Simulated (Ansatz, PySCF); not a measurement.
Reaction (SMILES): C=[N] → C=[N-] (an electron is taken up)
Geometries: B3LYP-D3(BJ)/def2-TZVP minima from Ansatz (a quantum-chemistry and plane-wave program). Markedly spin-contaminated UHF reference, which strains HF, MP2 and, less, CCSD(T): C=[N].

Wanted: adiabatic electron affinity (0 K, with B3LYP-D3(BJ) harmonic zero-point energies from PySCF), positive where the reaction releases energy, in eV. Correlated levels leave the core frozen unless marked. Open shells are spin-unrestricted. No spin-orbit coupling. No relativistic terms. Anions need diffuse functions: def2-D sets add few; the other sets have none. CBS marks a two-point X^-3 extrapolation of the correlation energy; Hartree-Fock from the larger set.

```
level                                        program  adiabatic electron affinity (eV)  minus last row
------------------------------------  --------------  --------------------------------  --------------
HF/6-31G*                                     Ansatz                             -1.71           -2.19
HF/cc-pwCVTZ                                  Ansatz                             -1.38           -1.86
BLYP-D4/def2-TZVPD                    Ansatz + dftd4                              0.52            0.04
PBE0-D4/def2-TZVPD                    Ansatz + dftd4                              0.35           -0.13
HSE06-D4/def2-TZVPD                   Ansatz + dftd4                              0.35           -0.13
wB97X-V/def2-TZVPD                            Ansatz                              0.35           -0.13
B2PLYP-D3(BJ)/def2-TZVPD              Ansatz + dftd3                              0.43           -0.05
MP2/cc-pVDZ                                   Ansatz                             -0.15           -0.63
CCSD/cc-pVDZ                                  Ansatz                             -0.60           -1.08
CCSD(T)/CBS(def2-TZVPPD,def2-QZVPPD)          Ansatz                              0.48            0.00
```
